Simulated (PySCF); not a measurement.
C2O2Os, SMILES [O+]#[C-]->[Os]<-[C-]#[O+] (connectivity only; charge and spin as stated), neutral, multiplicity 3. Geometry optimised at PBE-D3(BJ)/def2-SVP. The multiplicity is an assumed one; other spin states were not compared. The def2 effective core potentials stand for the cores of Os; spin–orbit coupling is left out.

The numbers are results of PySCF 2.14.0 with PBE-D3(BJ)/def2-SVP, not measurements.

Harmonic wavenumbers (cm⁻¹): 94, 331, 367, 404, 500, 539, 587, 1942, 1998. Rotational constants (GHz): 4.119, 2.307, 1.479; symmetry number 2.

**Question.** Work out the zero-point energy and the ideal-gas rigid-rotor harmonic-oscillator thermochemistry at 298.15 K and 1 atm.

**Answer.** ZPE = ½ Σ hcν = ½ × 6761 cm⁻¹ = 40.44 kJ/mol. H − E(el) = 56.57 kJ/mol. Entropy in J/(mol K): translation 177.42, rotation 109.41, vibration 35.88, spin 9.13, total 331.85. G − E(el) = -42.37 kJ/mol. Cp = 75.39 J/(mol K). Modes under 150 cm⁻¹ make the vibrational entropy uncertain.
